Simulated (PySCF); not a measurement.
Compound: C₄H₇NS₂Si.
Z-matrix (Å and degrees, GFN2-xTB geometry), rows numbered from 1:
```
C 
N   1  1.2492
Si  2  1.7120  1  134.25
S   3  2.1404  2  107.87  1   126.24
C   4  1.7504  3   96.05  2   115.34
C   5  1.3292  4  125.25  3    -2.85
C   6  1.4937  5  123.75  4  -179.38
S   6  1.7689  5  121.81  4     0.25
H   1  1.0916  2  124.52  3    -0.24
H   1  1.0857  2  118.91  3   179.75
H   3  1.4589  2  121.12  1    -0.76
H   5  1.0772  4  113.02  3   177.63
H   7  1.0870  6  110.64  5    -0.61
H   7  1.0893  6  109.91  5   120.16
H   7  1.0893  6  110.02  5  -121.42
```

Definitions: NICS(0) = −σiso at the ring centroid; NICS(1) = −σiso and NICS(1)zz = −σzz at ±1 Å along the ring normal z. Level: GIAO PBE0/pcSseg-1 (PySCF, non-relativistic, gas phase) on the GFN2-xTB geometry, one conformer.

Ring bond lengths (Å), with Mayer bond orders in brackets: Si3–S4 2.140 (0.96), S4–C5 1.750 (1.07), C5–C6 1.329 (1.75), C6–S8 1.769 (1.10), S8–Si3 2.139 (0.94).

Q: What do the NICS probes read (ppm)?

A: 
```tsv
ring	type	NICS(0)	NICS(1), two faces	NICS(1)zz, two faces	rms pucker (Å)	centre to ring atoms, mean (Å)
Si3–S4–C5–C6–S8	5-membered ring with 2 S and Si; formal bonds 1 double, 4 single	-5.8	-2.6 / -3.6	0.1 / -1.2	0.02	1.54
```

Q: What can be read from them?

A: 
- Si3–S4–C5–C6–S8: mean NICS(1)zz -0.5 ppm, near zero. Si3 has four or more neighbours, so the value isn't read as a sign of a π ring current.

Q: At the first NICS(1) probe listed for ring Si3–S4–C5–C6–S8, 1 Å off the ring, what do the in-plane components average?

A: The isotropic value is a third of the trace: (3 × -2.6 − (0.1))/2 = -4.0 ppm.

Q: Give the inner angles of the rings and the Hirshfeld charges of the ring atoms.

A: 
- Si3–S4–C5–C6–S8: Si3 99.8° (+0.336 e), S4 96.1° (-0.073 e), C5 125.3° (-0.094 e), C6 121.8° (-0.021 e), S8 97.0° (-0.069 e); sum 539.8° against 540° for a flat convex ring.

Q: How shielded are the nuclei of the rings and their hydrogens (means over atoms taken as equivalent)?

A: 
```csv
atoms,environment,σ isotropic (ppm)
Si3,SiH silicon,334.9
S4,sulfur bonded to C and Si,531.5
C5,alkene CH carbon,66.3
C6,fully substituted alkene carbon,45.2
S8,sulfur bonded to C and Si,512.0
H11,Si–H hydrogen,24.66
H12,vinylic hydrogen,26.04
```
